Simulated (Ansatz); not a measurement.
**Worked example: the step energy**

An elementary step of AlNH₄OF₂, singlet (AlHOF₂ ([OH][Al]([F])[F]) + NH₃ → AlNH₂F₂ ([NH2][Al]([F])[F]) + H₂O (still joined by a long Al–O bond); Al–O, H–N broken or loosened, Al–N, O–H formed or tightened). “Start” and “end” are the PBE0-D4/def2-TZVP structures reached by relaxing down either side of its saddle point, with the molecules still in contact.

Computed with Ansatz 0.2.0 (basis: def2-TZVPP and def2-QZVPP); correlated methods freeze the cores.

Energies in eV:

| quantity | end | start |
| --- | --- | --- |
| Hartree–Fock, triple zeta (X = 3) | -15587.72013 | -15588.76853 |
| Hartree–Fock, quadruple zeta (X = 4) | -15588.38645 | -15589.43657 |
| MP2 correlation, X = 3 | -28.73888 | -28.67484 |
| MP2 correlation, X = 4 | -31.27079 | -31.20579 |
| CCSD(T) correlation, X = 3 | -29.98551 | -29.91333 |

Q: Work out the step energy at the basis limit: extrapolate Hartree–Fock as E(X) = E∞ + A exp(−7.88 √X) and the MP2 correlation as E(X) = E∞ + B X^−2.97 (the exponents that Neese and Valeev fitted for def2-TZVPP and QZVPP), then add CCSD(T) − MP2 in triple zeta.

A: Each step is linear, so take the differences first (end − start): Hartree–Fock 1.04840 (X = 3) and 1.05012 (X = 4); MP2 correlation -0.06404 and -0.06500; CCSD(T) correlation -0.07218.
Two points give E∞ = E(4) + w [E(4) − E(3)], with w = 1/(exp(7.88 (2 − √3)) − 1) = 0.1377 for Hartree–Fock and w = 1/((4/3)^2.97 − 1) = 0.7407 for the correlation.
Hartree–Fock: 1.05012 + 0.1377 × 0.00172 = 1.0504 eV.
MP2 correlation: -0.06500 + 0.7407 × (-0.00096) = -0.0657 eV.
CCSD(T) − MP2: -0.07218 − (-0.06404) = -0.0081 eV.
Sum: 1.0504 + (-0.0657) + (-0.0081) = 0.9766 eV, or 22.52 kcal/mol. Plain CCSD(T) in triple zeta gives 0.9762 eV, so the larger basis shifts the result by 0.0004 eV.

T1 diagnostic: at most 0.012.

Labels in which every atom is bracketed show which atoms are joined, not bond orders.

For scale, one of the runs: CCSD(T)/def2-TZVPP, 222 basis functions, launched by `ansatz run in.yaml --threads 4 --pin off --events-out ev --progress --plain --max-ram 9574MiB`. Hardware: 4 CPU threads of an Arm Neoverse N1, shared host. Wall time 2.7 min; peak host memory 3.7 GiB.
